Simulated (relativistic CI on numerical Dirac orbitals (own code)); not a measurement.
## One change at a time: Pt57+

Base calculation: Dirac-Coulomb-Breit CI, orbitals from a KLI potential per configuration, model QED, unscaled Slater integrals.

CI space (outside the closed core [Ne]): 3s²3p⁶3d³, 3s²3p⁵3d⁴, 3s3p⁶3d⁴, 3s²3p⁶3d²4s, 3s²3p⁶3d²4p, 3s²3p⁶3d²4d, 3s²3p⁵3d³4s, 3s²3p⁶3d²4f, 3s²3p⁵3d³4p, 3s3p⁶3d³4s, 3p⁶3d⁴4p, 3p⁶3d⁵, 3p⁵3d⁶, 3p⁵3d⁵4s, 3p⁶3d⁴4s, 3p⁵3d⁴4s², 3s²3p⁶3d4s², 3s²3p⁶4s²4p, 3s²3p⁶4s²4d. Double excitations out of closed p, d and f shells are left out; levels of such configurations are missing from the list, as are those of other unlisted configurations, and high levels can miss mixing partners. These lack a partner that the ground configuration has and come out too high: 3s²3p⁵3d³4p.

Variants: (1) valence Slater integrals scaled by 0.9; (2) Breit term removed; (3) only the first 3 configurations. Shifts of the energy above 3s²3p⁶3d³ ⁴F3/2, in cm⁻¹, for the lowest level and the first level of each name with at least 55 % of one term (blank where a level changes its place among those of its configuration and J or its character, or is not in the variant):

| Level | Base | Δ(1) | Δ(2) | Δ(3) |
| --- | --- | --- | --- | --- |
| 3s²3p⁶3d³ ⁴F3/2 | 0 | 0 | 0 | 0 |
| 3s²3p⁶3d³ ⁴F5/2 | 688004 | +7609 | +19005 | -524 |
| 3s²3p⁶3d³ ⁴P1/2 | 792416 | -3033 | +18394 | -531 |
| 3s²3p⁶3d³ ⁴F7/2 | 1452956 | +6807 | +39695 | -828 |
| 3s²3p⁶3d³ ²P1/2 | 1570601 | -3747 | +34865 | -706 |
| 3s²3p⁶3d³ ²H11/2 | 1575752 | -6619 | +56609 | -1237 |
| 3s²3p⁶3d³ ²F7/2 | 1663011 | -14491 | +44393 | -945 |
| 3s²3p⁶3d³ ²D3/2 | 1852049 | -30120 | +30187 | +723 |

At this charge energies of transitions that change n are usually good to better than 1 %, and those within a shell (Δn = 0) to a few per cent.

Ionisation energy from the two ground configurations alone: base 5799.56 eV; Breit term removed 5805.46 eV. The NIST ASD value (theoretical) is 5800 eV.

LS names give the leading component of a level, which can be under half, so a name can repeat, a term be missing and a line seem to break the LS rules.
